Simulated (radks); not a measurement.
The numbers below are computed, except where a source is named.
The nuclear charge of neutral silver is varied continuously with 47 electrons held in [Kr] 4d10 5s1. Code: a radial shooting solver on a logarithmic mesh with Libxc functionals. Model: scalar-relativistic Kohn-Sham, PBEsol, spin-unpolarised, spherical densities, finite nucleus; Fermi nuclear charge, rms radius 4.5454 fm. By the Hellmann-Feynman theorem dE/dZ = E(electron-nucleus)/Z, the electronic potential at the nucleus (averaged over a nucleus of fixed radius). The scalar-relativistic energy here is not variational (the density holds large components alone), so the two differ by a part that grows with Z.

| Z | E (hartree) | E(electron-nucleus)/Z (hartree) | HOMO | e(HOMO) (eV) | <r> HOMO (bohr) |
|---|---|---|---|---|---|
| 46.8 | -5258.73332 | -271.702 | 5s | -2.973 | 3.289 |
| 46.9 | -5286.02291 | -272.512 | 5s | -3.683 | 3.208 |
| 47 | -5313.39409 | -273.321 | 5s | -4.421 | 3.134 |
| 47.1 | -5340.84680 | -274.130 | 5s | -5.184 | 3.067 |
| 47.2 | -5368.38101 | -274.939 | 5s | -5.973 | 3.005 |
| 47.3 | -5395.99669 | -275.747 | 5s | -6.785 | 2.948 |
| 47.4 | -5423.69381 | -276.556 | 5s | -7.620 | 2.894 |
| 47.5 | -5451.47234 | -277.363 | 5s | -8.478 | 2.844 |
| 47.6 | -5479.33229 | -278.171 | 5s | -9.357 | 2.797 |
| 47.7 | -5507.27362 | -278.978 | 5s | -10.257 | 2.753 |
| 47.8 | -5535.29634 | -279.786 | 5s | -11.177 | 2.711 |
| 47.9 | -5563.40042 | -280.593 | 5s | -12.117 | 2.671 |
| 48 | -5591.58587 | -281.400 | 5s | -13.078 | 2.633 |

The central difference of E at Z = 47 is -274.119 hartree, to compare with the third column; the second derivative is -8.15 hartree.
